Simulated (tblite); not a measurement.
Species: butylallene, C7H12.
Atom-mapped SMILES: `[CH2:1]=[C:2]=[CH:3][CH2:4][CH2:5][CH2:6][CH3:7]` (hydrogens: H8, H9 on C1; H10 on C3; H11, H12 on C4; H13, H14 on C5; H15, H16 on C6; H17, H18, H19 on C7)

Structure optimised with GFN2-xTB, isolated species.

Question: List the bond lengths, angles and torsions at this level.

Answer: 
```tsv
bond	length (bohr)	order
C1=C2	2.446	double
C2=C3	2.450	double
C3–C4	2.840	single
C4–C5	2.892	single
C5–C6	2.885	single
C6–C7	2.879	single
C1–H8, C1–H9	2.038	single
C3–H10	2.047	single
C4–H11, C4–H12	2.065	single
C5–H13, C5–H14	2.065	single
C6–H15, C6–H16	2.065	single
C7–H17, C7–H18, C7–H19	2.056	single
```

Bonds in one row agree within 0.02 bohr and their mean is given. Orders are formal, as drawn. A selection of angles:
```tsv
angle	degrees
C2–C1–H8	122.0
H8–C1–H9	116.3
C1–C2–C3	179.1
C2–C3–C4	124.3
C2–C3–H10	119.9
C4–C3–H10	115.7
C3–C4–C5	111.1
C3–C4–H11	109.7
C5–C4–H11	109.8
H11–C4–H12	108.2
C4–C5–C6	111.9
C4–C5–H13	109.1
C6–C5–H13	109.5
H13–C5–H14	107.7
C5–C6–C7	111.8
C5–C6–H15	109.3
C7–C6–H15	109.4
H15–C6–H16	107.6
C6–C7–H17	110.5
C6–C7–H18	110.7
H17–C7–H18	108.4
```

Dihedral angles: C2–C3–C4–C5 -117° (anticlinal); C3–C4–C5–C6 -179° (antiperiplanar); C4–C5–C6–C7 180° (antiperiplanar). The mirror-image conformer, all signs reversed, is as good.

The 6 C–C bonds span 1.295 Å (C1=C2, drawn double) to 1.531 Å (C4–C5, drawn single), a spread of 0.236 Å.

Point group: C1 (no symmetry element, even within 0.4 Å). Its GFN2-xTB frequencies are all real (lowest 39 cm⁻¹). One conformer, not necessarily the lowest. 3 starts were optimised and ended at 0.00, 0.02 and 0.23 kcal/mol (GFN2-xTB); the lowest of these is shown.

These are computed values.
